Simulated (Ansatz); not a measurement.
Reaction (ligand exchange at the Si–C bond): `FC([SiH3])[SiH2]S` + H₂Te → `S[SiH2][TeH]` + `FC[SiH3]`

Isolated molecules relaxed with PBE0-D4/def2-TZVP in Ansatz; ΔE leaves out vibrations. CCSD(T)/CBS is the MP2 limit (def2-TZVPP, def2-QZVPP) plus CCSD(T) − MP2 in def2-TZVPP, frozen cores. DFT in def2-TZVPP. B3LYP here is the variant with VWN-RPA as its local correlation; programs differ in this. def2 core potentials past Kr. For Te outer-core shells are correlated without core-valence functions, which leaves a few kJ/mol of doubt a bond. Each species was taken in one conformer, which may not be the lowest.

Is it downhill or uphill in electronic energy at CCSD(T)/CBS, and by how much? (Best estimate.)

The calculation gave: Downhill: ΔE = -16.9 kcal/mol.

What do these levels give: r2SCAN-D4, PBE0-D4, B3LYP-D4, ωB97X-V, B2PLYP, PBE, PBE0, SCS-MP2/def2-TZVPP, HF/def2-QZVPP, SCS-MP2/def2-QZVPP, MP2/CBS(def2), CCSD/CBS(def2)? (Best estimate.)

Ansatz gave: r2SCAN-D4 -16.0, PBE0-D4 -17.0, B3LYP-D4 -15.7, ωB97X-V -15.2, B2PLYP -16.5, PBE -16.8, PBE0 -17.5, SCS-MP2/def2-TZVPP -16.6, HF/def2-QZVPP -17.7, SCS-MP2/def2-QZVPP -17.5, MP2/CBS(def2) -19.0, CCSD/CBS(def2) -17.1 kcal/mol.

Largest T1 diagnostic among the species: 0.012.

The D4 term adds +0.7 kcal/mol with B3LYP and +0.5 kcal/mol with PBE0; it sums over pairs of atoms, weighted by their polarisabilities, and B3LYP, whose exchange is more repulsive, gets the larger term.
